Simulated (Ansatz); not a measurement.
Isolated molecules relaxed with PBE0-D4/def2-TZVP in Ansatz; ΔE leaves out vibrations. CCSD(T)/CBS is the MP2 limit (def2-TZVPP, def2-QZVPP) plus CCSD(T) − MP2 in def2-TZVPP, frozen cores. Functionals use def2-TZVPP. HSE06 is defined as in plane-wave codes. One conformer a species, not always the lowest.

`[CH3][Al]([NH2])[Cl]` + `O[SiH2]CS` → `[NH2][Al]([SH])[Cl]` + `CC[SiH2]O`  (redistribution)

| level | ΔE (kJ/mol) | difference from CCSD(T)/CBS |
| --- | --- | --- |
| B97M-V | -103.2 | -0.5 |
| r2SCAN0-D4 | -104.6 | -1.9 |
| HSE06-D4 | -101.2 | 1.5 |
| ωB97X-V | -101.8 | 0.9 |
| PBE | -96.2 | 6.5 |
| BLYP | -96.4 | 6.3 |
| r2SCANh | -102.9 | -0.2 |
| CAM-B3LYP | -101.9 | 0.8 |
| LC-ωPBE | -103.1 | -0.4 |
| RPA@PBE/def2-TZVPP | -102.2 | 0.5 |
| MP2/def2-SVP | -113.9 | -11.2 |
| HF/def2-TZVPP | -115.4 | -12.7 |
| HF/def2-QZVPP | -114.6 | -11.9 |
| SCS-MP2/def2-QZVPP | -104.7 | -2.0 |
| HF/CBS(def2) | -114.5 | -11.8 |
| MP2/CBS(def2) | -103.7 | -1.0 |
| CCSD(T)/CBS | -102.7 | 0 |

(1) What do rigid-rotor, harmonic-oscillator terms from PBE0-D4/def2-TZVP frequencies (298.15 K, 1 bar) make of the CCSD(T)/CBS value? (Best estimate.)

Largest T1 diagnostic among the species: 0.011.

Answers

(1) The calculation gave: ΔZPE = +4.6 kJ/mol, ΔH = -97.9 kJ/mol, ΔS = -1 J/(mol·K), ΔG = -97.5 kJ/mol.

At CCSD(T), def2-SVP lies −9.9 kJ/mol from the extrapolated value and def2-TZVPP −1.3 kJ/mol. Leaving LDA and LC-ωPBE aside and taking each functional with its dispersion term where it has one, the values, not all of them listed here, spread over 10.8 kJ/mol, from BHLYP-D4 to BLYP-D4.
